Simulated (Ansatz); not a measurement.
```yaml
crystal:
  periodic: [false, false, false]
  atoms:
    - {symbol: F, position_ang: [-2.092894, 1.330148, -0.016995]}
    - {symbol: Sn, position_ang: [-0.505493, 0.681447, -0.908890]}
    - {symbol: Ge, position_ang: [0.690233, -0.786966, 0.867308]}
    - {symbol: H, position_ang: [-1.110500, -0.152205, -2.270667]}
    - {symbol: H, position_ang: [0.319110, 2.104534, -1.367463]}
    - {symbol: H, position_ang: [1.051668, 0.071891, 2.085833]}
    - {symbol: H, position_ang: [1.975601, -1.372544, 0.261168]}
    - {symbol: H, position_ang: [-0.235427, -1.933305, 1.294006]}
basis:
  gaussian: {orbitals: x2c-TZVPPall, point_charges: [{charge: 2.00, position_ang: [6.712, 0.177, -0.093]}]}
magnetization: {spin_polarized: true, initial_magnetization: 0}
hamiltonian: {xc: {name: PBE-QIDH}}
```

```sh
$ ansatz run in.yaml --threads 4 --pin off --events-out ev --progress --plain --max-ram 10444MiB
```

Shortened log:

```
Functional definition: PBE-QIDH
1472 factors; integrals over basis functions are off by at most 8.2e-4 eV
mean field evaluation 1: about -227932.2457 eV, gradient 2.4e1 eV
mean field evaluation 2: about -227932.2401 eV, gradient 2.4e1 eV
mean field evaluation 4: about -227934.2664 eV, gradient 1.2e0 eV
mean field evaluation 8: about -227934.2804 eV, gradient 3.1e-2 eV
mean field evaluation 16: about -227934.2804 eV, gradient 6.9e-6 eV
mean field -227934.28044763 eV, -8376.4303070459 hartree, gradient 6.9e-6 eV, S^2 0.000000; 0 other end points of the search recorded, 0 dependent functions left out
28 core orbitals not correlated: weight in the atoms' cores, before any rotation towards them, 1.000 or more for the frozen orbitals, at most 0.000 for the correlated occupied ones
reference -227934.28046074 eV, -8376.4303075278 hartree; 20, 20 occupied and 161, 161 virtual orbitals, 1472 factors
second order -26.57367278 eV of doubles, -0.00000000 eV of singles
Total energy: -227943.13835166 eV, -8376.7558290152 hartree
Relativity: scalar
```

Hardware: 4 threads of an Intel Xeon 6975P-C on a shared host. Wall time 4.4 s, peak host memory 0.87 GiB.
